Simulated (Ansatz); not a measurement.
Born–Oppenheimer molecular dynamics of H$_{8}$OSi$_{3}$ (12 atoms, charge 0, multiplicity 1). It starts from a relaxed structure.

Theory: RKS PBE/6-31G* (Ansatz).

| Quantity | Value |
| --- | --- |
| ensemble | NVE (velocity Verlet) |
| time step | 0.5 fs |
| steps asked | 100 |
| starting velocities drawn for | 500 K |
| masses | H 2.014 u |
| seed | 783525 |

First frame:

```xyz
12
Properties=species:S:1:pos:R:3
Si -0.147 -0.011 0.011
O -0.109 -0.177 1.677
Si -1.168 -0.393 2.950
H -1.894 -1.703 2.828
H -0.368 -0.388 4.214
H -2.186 0.710 2.998
H 1.271 0.170 -0.444
H -0.920 1.225 -0.371
Si -1.105 -1.860 -1.096
H -2.540 -2.059 -0.701
H -1.060 -1.608 -2.577
H -0.359 -3.132 -0.812
```

(1) How far do the bonds stretch over the last three quarters of this one trajectory? (Pairs bonded in most of those frames.)

Results:

(1) 
```json
{"bond": "Si1–O2", "mean (Å)": "1.674", "spread (Å)": "0.027", "shortest": "1.63", "longest": "1.71"}
{"bond": "Si1–H7", "mean (Å)": "1.504", "spread (Å)": "0.021", "shortest": "1.47", "longest": "1.54"}
{"bond": "Si1–H8", "mean (Å)": "1.507", "spread (Å)": "0.005", "shortest": "1.50", "longest": "1.51"}
{"bond": "Si1–Si9", "mean (Å)": "2.292", "spread (Å)": "0.078", "shortest": "2.22", "longest": "2.46"}
{"bond": "O2–Si3", "mean (Å)": "1.666", "spread (Å)": "0.014", "shortest": "1.63", "longest": "1.68"}
{"bond": "Si3–H4", "mean (Å)": "1.503", "spread (Å)": "0.008", "shortest": "1.49", "longest": "1.52"}
{"bond": "Si3–H5", "mean (Å)": "1.500", "spread (Å)": "0.014", "shortest": "1.48", "longest": "1.52"}
{"bond": "Si3–H6", "mean (Å)": "1.506", "spread (Å)": "0.049", "shortest": "1.44", "longest": "1.58"}
{"bond": "Si9–H10", "mean (Å)": "1.507", "spread (Å)": "0.036", "shortest": "1.46", "longest": "1.55"}
{"bond": "Si9–H11", "mean (Å)": "1.510", "spread (Å)": "0.032", "shortest": "1.46", "longest": "1.55"}
{"bond": "Si9–H12", "mean (Å)": "1.502", "spread (Å)": "0.012", "shortest": "1.48", "longest": "1.52"}
```

Mean temperature of the second half: 282 K. The conserved energy stayed within 0.061 meV per atom of its start (net change 0.038 meV per atom), so the integration is sound. A run of 0.05 ps of so small a system gives no equilibrium averages.

Run time: 5.5 min on 1 thread of Intel(R) Xeon(R) Platinum 8259CL CPU @ 2.50GHz (Skylake/Cascade Lake) (shared host), peak memory 0.14 GiB.
